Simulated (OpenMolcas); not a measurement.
Pt6+ in a point-charge field

Pt6+ among 6 point charges of -1.7 e arranged as a tetragonal octahedron (D4h), 1.81 Å from the ion, with the axial distance 2.081 Å.
```
   1.8100    0.0000    0.0000  -1.70
   0.0000    1.8100    0.0000  -1.70
  -1.8100    0.0000    0.0000  -1.70
   0.0000   -1.8100    0.0000  -1.70
   0.0000    0.0000    2.0815  -1.70
   0.0000    0.0000   -2.0815  -1.70
```

```json
{
  "Program": "OpenMolcas 26.06",
  "Method": "CASSCF",
  "Basis": "ANO-RCC-VDZP [7s6p4d2f]",
  "Scalar Hamiltonian": "DKH2, point nucleus",
  "Active space": "4 electrons in 5 orbitals (5d)",
  "State averaging": "2S+1 = 5 even, 5 roots; 2S+1 = 3 even, 45 roots; 2S+1 = 1 even, 50 roots",
  "Spin-orbit coupling": "state interaction with AMFI integrals over the reference wave functions"
}
```

The lowest spin-free states (labels of D4, the rotations of D4h), above the lowest:

| State | Degeneracy | E (cm-1) | Free-ion L (%) |
| --- | --- | --- | --- |
| 5B1 | 1 | 0.0 | D (100) |
| 5A1 | 1 | 8264 | D (100) |
| 5B2 | 1 | 8437 | D (100) |
| 5E | 2 | 12556 | D (100) |
| 3E | 2 | 19321 | H (54) |
| 3A2 | 1 | 21504 | H (75) |
| 3B1 | 1 | 22471 | H (78) |
| 3A1 | 1 | 24746 | H (61) |
| 3A2 | 1 | 25277 | P (49) |
| 3E | 2 | 25825 | F (44) |
| 3E | 2 | 27248 | H (50) |
| 3B1 | 1 | 27360 | F (67) |
| 3B2 | 1 | 28393 | H (53) |
| 1A1 | 1 | 29518 | I (80) |
| 1E | 2 | 29815 | I (63) |
| 3A2 | 1 | 30605 | H (71) |
| 3B2 | 1 | 31132 | H (39) |
| 3A1 | 1 | 31214 | G (60) |
| 3E | 2 | 31326 | F (40) |
| 1B1 | 1 | 31633 | I (87) |

The lowest levels with spin-orbit coupling:

| E (cm-1) | Degeneracy | Label | 2S+1 | g |
| --- | --- | --- | --- | --- |
| 0.0 | 1 | A1 | 5 (59 %) |  |
| 5217 | 1 | A2 | 5 (82 %) |  |
| 8021 | 2 | E | 5 (82 %) | 0.00 0.00 0.23 |
| 10886 | 1 | B1 | 5 (89 %) |  |
| 13195 | 1 | A1 | 5 (84 %) |  |
| 13979 | 2 | E | 5 (84 %) | 0.00 0.00 2.07 |
| 16903 | 1 | B2 | 5 (88 %) |  |
| 18198 | 2 | E | 5 (64 %) | 0.00 0.00 5.12 |
| 18509 | 1 | B1 | 5 (83 %) |  |
| 19589 | 1 | B2 | 5 (79 %) |  |
| 20095 | 1 | A2 | 5 (67 %) |  |
| 20265 | 1 | A1 | 5 (62 %) |  |
| 21683 | 2 | E | 5 (68 %) | 0.00 0.00 3.44 |
| 21941 | 1 | B2 | 3 (55 %) |  |
| 21974 | 1 | A1 | 3 (54 %) |  |
| 22260 | 1 | A2 | 5 (69 %) |  |
| 22561 | 2 | E | 3 (47 %) | 0.00 0.00 1.62 |
| 22999 | 1 | B1 | 3 (49 %) |  |
| 24340 | 2 | E | 5 (59 %) | 0.00 0.00 6.82 |
| 26755 | 1 | A1 | 5 (49 %) |  |

Powder χT (cm3 K/mol): 0 at 2 K, 0.00163 at 10 K, 0.00815 at 50 K, 0.0163 at 100 K, 0.0326 at 200 K, 0.0489 at 300 K. The effective moment at 300 K is 2.828 √(χT) = 0.63 μB.

Spin-orbit coupling mixes the spin-free states strongly: the lowest level takes only 29 % from its leading state, 5B1. Without dynamic correlation the repulsion within the d shell is too large (B by tens of per cent), so at a given field states of lower spin stand too high. Point charges give a weaker field than real ligands, and real ions of this kind are as a rule low spin; the high spin found here belongs to the model. Point charges carry no covalency, so the field is a model and not that of real ligands. No measured value stands beside these numbers.

With an even number of electrons the g values are those of a degenerate or nearly degenerate non-Kramers pair.
